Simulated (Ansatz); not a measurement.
Reaction (substitution at a C–C bond): `CC(C)(C)N[Si](Cl)(Cl)Cl` + `[O]=[Mo]([OH])(=[S])[Cl]` → `C[O][Mo](=[O])(=[S])[Cl]` + `CC(C)N[Si](Cl)(Cl)Cl`

Gas-phase electronic energies from Ansatz, PBE0-D4/def2-TZVP geometries. CCSD(T)/CBS is the MP2 limit (def2-TZVPP, def2-QZVPP) plus CCSD(T) − MP2 in def2-TZVPP, frozen cores. Functionals use def2-TZVPP. HSE06 is defined as in plane-wave codes. Elements past krypton have def2 core potentials. For Mo outer-core shells are correlated without core-valence functions, which leaves a few kJ/mol of doubt a bond. Each species was taken in one conformer, which may not be the lowest.

| species | HSE06-D4 energy (Eh) |
| --- | --- |
| `CC(C)(C)N[Si](Cl)(Cl)Cl` | -1882.77731 |
| `[O]=[Mo]([OH])(=[S])[Cl]` | -1077.46027 |
| `C[O][Mo](=[O])(=[S])[Cl]` | -1116.72450 |
| `CC(C)N[Si](Cl)(Cl)Cl` | -1843.49727 |

(1) Work out ΔE.

Largest T1 diagnostic among the species: 0.024, so the coupled-cluster value is less sure than usual.

## Answers

(1) ΔE = (-1116.72450) + (-1843.49727) − (-1882.77731) − (-1077.46027) = 0.01581 Eh = +41.5 kJ/mol. CCSD(T)/CBS gives +46.4 kJ/mol.

From BLYP to BHLYP (50 % exact exchange), in def2-TZVPP and without D4, ΔE moves by +10.0 kJ/mol. The D4 term adds +10.3 kJ/mol with B3LYP and +5.6 kJ/mol with PBE0; it sums over pairs of atoms, weighted by their polarisabilities, and B3LYP, whose exchange is more repulsive, gets the larger term. In def2-TZVPP, CCSD(T) changes the Hartree–Fock value by +23.6 kJ/mol (the triples alone add +1.3 kJ/mol) and MP2 by +27.6 kJ/mol.

B3LYP here is the variant with VWN-RPA as its local correlation; programs differ in this.
